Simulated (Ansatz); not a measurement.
`OB(O)[O][GeH3]` + `[CH3][Al]([OH])[F]` → `[CH3][Al]([F])[O][GeH3]` + `OB(O)O`  (ligand exchange at a Ge–O bond)

Isolated molecules relaxed with PBE0-D4/def2-TZVP in Ansatz; ΔE leaves out vibrations. CCSD(T)/CBS is the MP2 limit (def2-TZVPP, def2-QZVPP) plus CCSD(T) − MP2 in def2-TZVPP, frozen cores. This one scheme is used for every species. DFT in def2-TZVPP. B3LYP here is the variant with VWN-RPA as its local correlation; programs differ in this. For Ge outer-core shells are correlated without core-valence functions, which leaves a few kJ/mol of doubt a bond. Scalar relativity is left out up to krypton. One conformer a species, not always the lowest.

Is it downhill or uphill in electronic energy at CCSD(T)/CBS, and by how much? (Best estimate.)

Ansatz gave: Downhill: ΔE = -6.0 kJ/mol.

What do these levels give: B3LYP-D4, ωB97M-V, B2PLYP, PBE0, MP2/def2-TZVPP, SCS-MP2/def2-QZVPP? (Best estimate.)

Ansatz gave: B3LYP-D4 -6.6, ωB97M-V -5.7, B2PLYP -7.7, PBE0 -8.1, MP2/def2-TZVPP -6.4, SCS-MP2/def2-QZVPP -7.3 kJ/mol.

Largest T1 diagnostic among the species: 0.012.

In def2-TZVPP, CCSD(T) changes the Hartree–Fock value by +6.0 kJ/mol (the triples alone add +0.8 kJ/mol) and MP2 by +6.3 kJ/mol.
